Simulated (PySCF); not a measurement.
A structure optimised at PBE-D3(BJ)/def2-SVP, used in a PySCF frequency run:

```
Al
N 1 1.7911
H 2 1.0217 1 126.55
H 2 1.0217 3 109.45 1 -179.62
N 1 1.7911 2 118.49 3 1.01
H 5 1.0217 1 126.55 2 -1.01
H 5 1.0217 6 109.45 1 179.62
C 1 1.9647 2 120.76 3 -178.55
H 8 1.1099 1 111.93 2 -29.88
H 8 1.1099 9 107.44 1 123.26
H 8 1.1108 9 106.97 10 114.57
```

Task: Write its SMILES, formula and point group.

Result: [CH3][Al]([NH2])[NH2], CH₇AlN₂, Cs

Task: What are its rotational constants (standard atomic weights)?

Result: 5.7917, 5.2355, 2.7986 GHz
